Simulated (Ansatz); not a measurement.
`O[SiH]([SiH3])[O][AlH2]` + `O[Si](O)(O)O` → `O[Si](O)(O)[O][AlH2]` + `O[SiH](O)[SiH3]`  (ligand exchange at the Al–O bond)

Program: Ansatz. Geometries: PBE0-D4/def2-TZVP. ΔE: electronic, gas phase. CCSD(T)/CBS is the MP2 limit (def2-TZVPP, def2-QZVPP) plus CCSD(T) − MP2 in def2-TZVPP, frozen cores. This one scheme is used for every species. Functionals use def2-TZVPP. B3LYP here is the variant with VWN-RPA as its local correlation; programs differ in this. HSE06 is defined as in plane-wave codes. Each species was taken in one conformer, which may not be the lowest.

`O[SiH]([SiH3])[O][AlH2]`:

```xyz
12

O    -0.500   -1.489    1.563
Si    0.318   -0.247    0.857
Si    1.411   -1.193   -0.986
O    -0.685    0.938    0.381
Al   -1.674    2.055   -0.402
H    -0.878   -1.338    2.432
H     1.262    0.353    1.844
H     0.419   -1.760   -1.941
H     2.346   -2.273   -0.569
H     2.194   -0.145   -1.698
H    -1.249    2.547   -1.841
H    -2.964    2.551    0.362
```

`O[Si](O)(O)O`:

```xyz
9

O    -0.417    0.851    1.328
Si    0.000    0.000    0.000
O    -1.104   -1.192   -0.148
O     1.459   -0.728    0.051
O     0.062    1.069   -1.231
H    -0.769    0.351    2.065
H    -0.857   -1.939   -0.693
H     2.219   -0.180   -0.148
H    -0.592    1.769   -1.224
```

`O[Si](O)(O)[O][AlH2]`:

Z-matrix (Å, degrees):
```
Si
O 1 1.633
O 1 1.637 2 113.9
O 1 1.632 2 108.0 3 -116.6
O 1 1.610 2 105.4 3 120.7
H 2 0.958 1 116.4 3 70.1
H 3 0.958 1 116.9 2 78.8
H 4 0.958 1 116.1 2 150.0
Al 5 1.690 1 152.3 2 49.4
H 9 1.579 5 119.5 1 24.9
H 9 1.579 5 116.4 1 -156.6
```

`O[SiH](O)[SiH3]`:

Cartesian coordinates in Å:
```
O 0.811 -1.816 0.100
Si 0.637 -0.214 0.446
O -0.111 0.051 1.889
Si -0.709 0.889 -1.124
H 0.012 -2.326 -0.046
H 2.040 0.274 0.482
H 0.346 -0.225 2.686
H -2.047 0.237 -1.192
H -0.086 0.809 -2.474
H -0.892 2.321 -0.768
```

| level | ΔE (kcal/mol) | difference from CCSD(T)/CBS |
| --- | --- | --- |
| LDA (SPW92) | 0.2 | 0.0 |
| PBE-D4 | 0.0 | -0.2 |
| revPBE-D4 | 0.1 | -0.1 |
| BLYP-D4 | 0.1 | -0.1 |
| r2SCAN-D4 | 0.2 | 0.0 |
| B97M-V | 0.4 | 0.2 |
| PBE0-D4 | 0.3 | 0.1 |
| B3LYP-D4 | 0.3 | 0.1 |
| r2SCANh-D4 | 0.3 | 0.1 |
| r2SCAN0-D4 | 0.4 | 0.2 |
| HSE06-D4 | 0.3 | 0.1 |
| BHLYP-D4 | 0.5 | 0.3 |
| CAM-B3LYP-D4 | 0.4 | 0.2 |
| ωB97X-V | 0.2 | 0.0 |
| ωB97M-V | 0.2 | 0.0 |
| B2PLYP | 0.2 | 0.0 |
| PBE-QIDH | 0.3 | 0.1 |
| revPBE | -0.1 | -0.3 |
| BLYP | 0.0 | -0.2 |
| PBE0 | 0.2 | 0.0 |
| B3LYP | 0.2 | 0.0 |
| r2SCANh | 0.2 | 0.0 |
| r2SCAN0 | 0.3 | 0.1 |
| HSE06 | 0.2 | 0.0 |
| BHLYP | 0.4 | 0.2 |
| CAM-B3LYP | 0.3 | 0.1 |
| LC-ωPBE | 0.2 | 0.0 |
| HF/def2-SVP | 0.9 | 0.7 |
| MP2/def2-SVP | 0.6 | 0.4 |
| CCSD/def2-SVP | 0.6 | 0.4 |
| CCSD(T)/def2-SVP | 0.5 | 0.3 |
| HF/def2-TZVPP | 0.6 | 0.4 |
| SCS-MP2/def2-TZVPP | 0.3 | 0.1 |
| CCSD/def2-TZVPP | 0.3 | 0.1 |
| HF/def2-QZVPP | 0.5 | 0.3 |
| MP2/def2-QZVPP | 0.2 | 0.0 |
| SCS-MP2/def2-QZVPP | 0.2 | 0.0 |
| HF/CBS(def2) | 0.5 | 0.3 |
| MP2/CBS(def2) | 0.2 | 0.0 |
| CCSD/CBS(def2) | 0.2 | 0.0 |
| CCSD(T)/CBS | 0.2 | 0 |

Largest T1 diagnostic among the species: 0.013.

Leaving LDA and LC-ωPBE aside and taking each functional with its dispersion term where it has one, the values spread over 0.4 kcal/mol, from PBE-D4 to BHLYP-D4.
